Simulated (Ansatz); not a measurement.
This geometry of BClFH4N (8 atoms, charge 0, multiplicity 1) is a first-order saddle point.

All numbers below come from RKS PBE0-D4/def2-SVP in Ansatz.

```xyz
8
Properties=species:S:1:pos:R:3
B 0.043 -0.438 -0.054
Cl -0.306 0.371 2.263
H 1.034 0.178 -0.342
F -1.116 -0.204 -0.647
N 0.154 -1.761 0.647
H -0.597 -2.423 0.457
H 1.065 -2.212 0.633
H -0.057 -1.041 1.732
```

**Question.** Which two structures does it join? (They come from a converged band through this point; their orientation in space is the band's.)

**Answer.** Bonds broken: B1–Cl2, N5–H8. Bonds formed: Cl2–H8. BClFH4N becomes BFH3N + ClH.

Image 0:

```xyz
8
Properties=species:S:1:pos:R:3
B 0.011 -0.194 0.245
Cl 0.210 0.775 1.812
H 0.948 -0.057 -0.522
F -1.237 -0.075 -0.312
N 0.067 -1.747 0.774
H -0.071 -2.405 0.004
H 0.963 -1.940 1.223
H -0.672 -1.888 1.467
```

Image 8:

```xyz
8
Properties=species:S:1:pos:R:3
B 0.069 -0.614 -0.454
Cl -0.294 0.135 3.114
H 1.016 0.098 -0.679
F -1.111 -0.342 -1.002
N 0.178 -1.724 0.404
H -0.575 -2.395 0.509
H 1.077 -2.056 0.728
H -0.142 -0.631 2.071
```

**Question.** How far does it lie above each of them?

**Answer.** 114.0 kJ/mol above the first and 51.6 kJ/mol above the second. This is the barrier of this one path; another mechanism may lie lower. The orbitals stay closed-shell, which can raise the energy where a bond breaks towards radicals; this wasn't checked here.

Time of the run: 3.6 min on 1 thread of Arm Neoverse V2, on a shared host, peak memory 0.16 GiB.
